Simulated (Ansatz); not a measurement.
Geometry optimisation, RKS PBE/def2-SVP in Ansatz.

Input:

```yaml
crystal:
  periodic: [false, false, false]
  atoms:
    - { symbol: O, position_ang: [-1.0933, -0.4491, 2.2456] }
    - { symbol: Al, position_ang: [0.1413, -0.6303, 0.9453] }
    - { symbol: O, position_ang: [1.8602, -0.2081, 1.3003] }
    - { symbol: "N", position_ang: [-0.275, -1.1991, -0.8081] }
    - { symbol: Al, position_ang: [-0.0869, 0.2809, -1.9786] }
    - { symbol: H, position_ang: [-1.4484, 0.5458, 2.1142] }
    - { symbol: H, position_ang: [1.9985, 0.7512, 1.083] }
    - { symbol: H, position_ang: [-1.3387, -1.374, -0.7883] }
    - { symbol: H, position_ang: [-1.0842, 1.5431, -1.7836] }
    - { symbol: H, position_ang: [1.4095, 0.6886, -2.327] }
basis:
  gaussian: { orbitals: def2-SVP }
hamiltonian:
  xc: pbe
relax:
  f_tol: 0.02
  max_steps: 50
```

Launched with:

```bash
$ ansatz run input.yaml --threads 2 --pin off --max-ram 3072MiB --backend cpu --events-out ev --progress --plain --runs-dir out
```

Where does it end, and by what steps?

It converged. The force dipped under the threshold on the way, but the program's further checks kept it going. After 21 steps the energy has fallen by 1.527 eV; H9 moved furthest, 2.01 Å.

| step | energy less start (eV) | largest force component (eV/Å) | accepted |
| --- | --- | --- | --- |
| 0 | 0.0000 | 2.931 | yes |
| 1 | -0.5429 | 1.314 | yes |
| 2 | -0.7590 | 0.895 | yes |
| 3 | -0.9256 | 0.332 | yes |
| 4 | -1.0258 | 0.458 | yes |
| 5 | -1.1278 | 0.798 | yes |
| 6 | -1.2169 | 0.977 | yes |
| 7 | -1.3057 | 0.656 | yes |
| 8 | -1.3800 | 0.617 | yes |
| 9 | -1.4476 | 0.366 | yes |
| 10 | -1.4919 | 0.198 | yes |
| 11 | -1.5165 | 0.223 | yes |
| 12 | -1.5202 | 0.135 | yes |
| 13 | -1.5251 | 0.041 | yes |
| 14 | -1.5257 | 0.024 | yes |
| 15 | -1.5260 | 0.035 | yes |
| 16 | -1.5257 | 0.186 | no |
| 17 | -1.5262 | 0.016 | yes |
| 18 | -1.5262 | 0.037 | yes |
| 19 | -1.5262 | 0.080 | yes |
| 20 | -1.5266 | 0.032 | yes |
| 21 | -1.5266 | 0.017 | yes |

```xyz
10
Properties=species:S:1:pos:R:3
O -0.617 -0.512 2.518
Al 0.171 -0.189 1.024
O 1.870 0.032 1.040
N -0.676 -0.074 -0.563
Al -0.080 0.402 -2.199
H -1.575 -0.606 2.624
H 2.357 0.006 1.879
H -1.675 -0.320 -0.540
H -1.132 0.353 -3.407
H 1.440 0.858 -2.373
```

Run time: 30 s on 2 threads of Intel(R) Xeon(R) Platinum 8488C (Sapphire Rapids) (shared host), peak memory 0.16 GiB.
